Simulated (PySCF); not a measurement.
C2H4ClNOSi. Atoms are numbered in the order given.

```xyz
10

O      1.4731     0.2554    -1.3002
Si     0.2242     0.0709    -0.2309
Cl     0.8699    -1.1710     1.3183
C     -0.8454     1.5317     0.2820
N     -1.9067     1.0820    -0.2919
C     -1.5103    -0.2062    -0.9422
H      2.3708     0.0609    -1.0044
H     -0.8504     2.4777     0.8402
H     -2.1195    -1.0459    -0.5724
H     -1.6314    -0.1497    -2.0359
```
Charge 0, spin multiplicity 1.

The structure is a stationary point at B3LYP-D3(BJ)/def2-SVP. The structure was generated by enumeration; whether it is a known compound was not checked. The values are those of a single conformer.

Computed with PBE/pcSseg-1 run with PySCF.

GIAO shieldings, no solvent; atoms listed in one row are averaged. δ = σ(ref) − σ: ¹⁷O against H2O (σ = 334.3 ppm); ²⁹Si against TMS (σ = 335.4 ppm); ³⁵Cl against HCl (σ = 936.5 ppm); ¹³C against TMS (σ = 182.0 ppm); ¹⁵N against NH3 (σ = 267.0 ppm); ¹H against TMS (σ = 31.49 ppm), references at their B3LYP-D3(BJ)/def2-TZVP geometries, non-relativistic (without spin–orbit terms, shifts of atoms bonded to Cl or Br come out too high).

```tsv
nucleus	atoms	count	δ (ppm)
¹⁷O	O1	1	95.6
²⁹Si	Si2	1	-9.1
³⁵Cl	Cl3	1	109.7
¹³C	C4	1	198.0
¹³C	C6	1	76.7
¹⁵N	N5	1	491.4
¹H	H8	1	8.70
¹H	H10	1	4.83
¹H	H9	1	4.66
¹H	H7	1	3.10
```
